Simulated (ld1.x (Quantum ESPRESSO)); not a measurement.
## tellurium (Te): one change to a TM semilocal potential, before and after

* Element: Te
* Generator: ld1.x (Quantum ESPRESSO) 7.5
* Type: norm-conserving Troullier–Martins (semilocal form)
* Functional: LDA (PZ)
* Relativity: scalar-relativistic
* Frozen core: [Kr] 4d10
* Valence charge: 6
* Reference configuration: 5s2 5p4
* Partial waves: 5p (bound): rc 1.70 bohr; 5s (bound): rc 1.55 bohr
* Local potential: the s channel
* Core correction: Bessel-smoothed model core, default radius (core density twice the valence density)

Change: all radii but the core radius scaled by about 1.05 (s 1.62, p 1.78 bohr).

Cutoffs: the cutoffs (Ry, on a coarse ladder) from which the occupation-weighted sum of valence levels, in a spherical-Bessel basis at the reference potential, stays within 10 and 1 mRy of its value at 400 Ry; they do not see the model core or the augmentation charge, which bear on the density cutoff. Errors are all-electron minus pseudo energies relative to the spin-unpolarised reference configuration.

Q: How do hardness, ghosts and transferability respond?

A: The potential gets softer (50 Ry and 100 Ry → 35 Ry and 70 Ry); of the 9 tests that both files solve, the error grows in 4 and shrinks in 2 by more than 15 % and 0.3 meV (median size 5.6 → 7.2 meV); neither file shows a bound ghost. A larger radius leaves more room for a smooth pseudo-wave, so fewer plane waves are needed. A semilocal file is local in each channel, so a ghost entry of none says nothing of the separable form that plane-wave codes build from it.

```csv
quantity,base,changed
"cutoff, loose",50 Ry,35 Ry
"cutoff, tight",100 Ry,70 Ry
loose cutoff by channel (10 mRy a level),"p 30 Ry, s 30 Ry","p 12 Ry, s 25 Ry"
bound ghosts,none,none
"error for 5s2 5p3, meV [ΔE 9.92 eV]",-2.3,-3.0
"error for 5s2 5p2, meV [ΔE 28.09 eV]",-15,-18
"error for 5s2 5p1, meV [ΔE 55.32 eV]",-67,-71
"error for 5s0 5p6, meV [ΔE 18.92 eV]",-20,-27
"error for 5s2 5p3.5, meV [ΔE 3.98 eV]",-0.9,-1.0
"error for 5s2 5p4.3, meV [ΔE -1.52 eV]",+0.5,+0.4
"error for 5s1 5p5, meV [ΔE 9.35 eV]",-5.6,-7.2
"error for 5s2 5p4 (spin-polarised), meV [ΔE -0.48 eV]",-1.6,-0.6
"error for 5s2 5p3 (spin-polarised), meV [ΔE 8.60 eV]",-12,-8.9
```
